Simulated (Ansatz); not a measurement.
Wavefunction ladder for C$_{3}$H$_{6}$FNSi (`F[SiH2]C1C=NC1`)

Z-matrix (Å, degrees):
```
C
C 1 1.964
N 1 1.478 2 40.7
C 1 1.560 2 48.6 3 -177.5
H 1 1.091 2 122.9 3 87.3
H 1 1.094 2 127.4 3 -82.0
H 2 1.089 3 126.6 1 179.2
Si 4 1.863 1 114.0 2 115.7
H 4 1.094 1 115.8 2 -113.9
F 8 1.602 4 109.9 1 -165.7
H 8 1.484 4 110.4 1 75.4
H 8 1.483 4 109.7 1 -47.0
```

Charge 0, multiplicity 1. The structure was optimised at the PBE0-D4/def2-TZVP level. It is one conformer, not always the lowest. Frozen core, restricted reference, Ansatz 0.2.0. CBS rows extrapolate triple and quadruple zeta; past MP2 they add the triple-zeta difference.

```
     basis     HF (Eh)  MP2 corr.  CCSD corr.    (T)  CCSD(T) total
def2-TZVPP  -560.04700          ?    -1.09223      ?              ?
def2-QZVPP           ?   -1.13416           –      –              –
 CBS(def2)  -560.07175   -1.19207           ?  as TZ              ?
```

(1) Fill in the withheld values. (An estimate is asked.)

Results:

(1) Computed: def2-TZVPP MP2 corr.: -1.05598; def2-TZVPP (T): -0.04576; def2-TZVPP CCSD(T) total: -561.18499; def2-QZVPP HF (Eh): -560.06875; CBS(def2) CCSD corr.: -1.22833; CBS(def2) CCSD(T) total: -561.34584.
